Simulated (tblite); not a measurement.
Compound: C₇H₅F₂ (doublet state).
SMILES: `Cc1[c]cc(F)c(F)c1`

Computed geometry: GFN2-xTB, gas phase. This method treats the open shell by occupation alone, without spin polarisation.

Take the most abundant isotopes and a rigid rotor. 

(1) Give the principal moments of inertia and the rotational constants in MHz.

(2) What kind of rotor is it?

(3) What does the inertial defect say?

(4) Give the other two planar moments, Paa and Pbb, and the rms extents of the mass along the axes.

(5) Give the coordinates in the principal-axis frame, origin at the centre of mass.

(6) List the rotational levels J(Ka,Kc) to J = 4 (MHz).

Results:

(1) Ia = 161.57, Ib = 386.23, Ic = 544.67 u·Å²; 505379 MHz·u·Å²/I gives A = 3128, B = 1309, C = 927.9 MHz.

(2) An asymmetric top: κ = (2 × 1309 − 3128 − 927.9)/(3128 − 927.9) = -0.65.

(3) Not planar: Δ = Ic − Ia − Ib = -3.12 u·Å². For a rigid frame Δ = −2 Σ m c², so Σ m c² = 1.56 u·Å² lies off the ab plane, practically all of it from hydrogen. The atom farthest from that plane is 0.92 Å away.

(4) Paa = Σ m a² = (Ib + Ic − Ia)/2 = 384.67 and Pbb = Σ m b² = (Ia + Ic − Ib)/2 = 160.01 u·Å². With the mass M = 127.04 u, the rms extents √(P/M) along a, b and c are 1.74, 1.12, 0.11 Å.

(5) The sense of each axis is arbitrary; atoms in the order of the calculation.
| atom | mass (u) | a (Å) | b (Å) | c (Å) |
| --- | --- | --- | --- | --- |
| C1 | 12.000 | 3.184 | 0.247 | -0.004 |
| C2 | 12.000 | 1.713 | -0.023 | -0.001 |
| C3 | 12.000 | 1.185 | -1.288 | 0.002 |
| C4 | 12.000 | -0.133 | -1.620 | 0.004 |
| C5 | 12.000 | -1.049 | -0.569 | 0.001 |
| F6 | 18.998 | -2.366 | -0.830 | -0.005 |
| C7 | 12.000 | -0.580 | 0.738 | 0.002 |
| F8 | 18.998 | -1.453 | 1.763 | 0.001 |
| C9 | 12.000 | 0.777 | 1.012 | 0.002 |
| H10 | 1.008 | 3.633 | -0.115 | 0.920 |
| H11 | 1.008 | 3.384 | 1.311 | -0.097 |
| H12 | 1.008 | 3.659 | -0.278 | -0.831 |
| H13 | 1.008 | -0.490 | -2.637 | 0.008 |
| H14 | 1.008 | 1.100 | 2.043 | 0.003 |

(6) Above 0(0,0):
J = 1: 1(0,1) 2236, 1(1,1) 4056, 1(1,0) 4436
J = 2: 2(0,2) 6655, 2(1,2) 8148, 2(1,1) 9290, 2(2,1) 14748, 2(2,0) 14802
J = 3: 3(0,3) 13156, 3(1,3) 14255, 3(1,2) 16534, 3(2,2) 21457, 3(2,1) 21719, 3(3,1) 31538, 3(3,0) 31543
J = 4: 4(0,4) 21619, 4(1,4) 22344, 4(1,3) 26117, 4(2,3) 30361, 4(2,2) 31105, 4(3,2) 40578, 4(3,1) 40611, 4(4,1) 54562, 4(4,0) 54563
Those of J = 1 are B + C, A + C and A + B.

For this open shell read J as N, the rotation without spin; fine and hyperfine splittings come on top. Its GFN2-xTB frequencies are all real (lowest 27 cm⁻¹). Zero-point vibration and centrifugal distortion are left out.
